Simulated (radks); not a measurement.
Values are calculated unless marked as measured or tabulated.
Problem. Ionisation of N, [He] 2s2 2p3, to N+, [He] 2s2 2p2, under several functionals. Non-relativistic Kohn-Sham, spin-unpolarised, spherical densities, point nucleus; a radial shooting solver on a logarithmic mesh with Libxc functionals. The NIST Atomic Spectra Database gives 14.534 eV (measured). Rank these functionals by the error of their Delta-SCF ionisation energy: exchange-only PBE; revTPSS; PBEsol; LDA (Slater exchange, Perdew-Zunger correlation); MS2 meta-GGA; r2SCAN; BP86; XLYP.

Solution. From best to worst: LDA (Slater exchange, Perdew-Zunger correlation) 13.737 eV (-0.797); BP86 13.685 eV (-0.849); r2SCAN 13.655 eV (-0.879); XLYP 13.627 eV (-0.907); PBEsol 13.527 eV (-1.008); MS2 meta-GGA 13.517 eV (-1.017); revTPSS 13.517 eV (-1.017); exchange-only PBE 12.734 eV (-1.800). Spin polarisation and multiplet splitting are left out, so open shells lie too high by an amount that depends on their filling.

Beside tabulated values, note that spin-unpolarised runs miss the spin-polarisation part of the exchange energy of open shells.
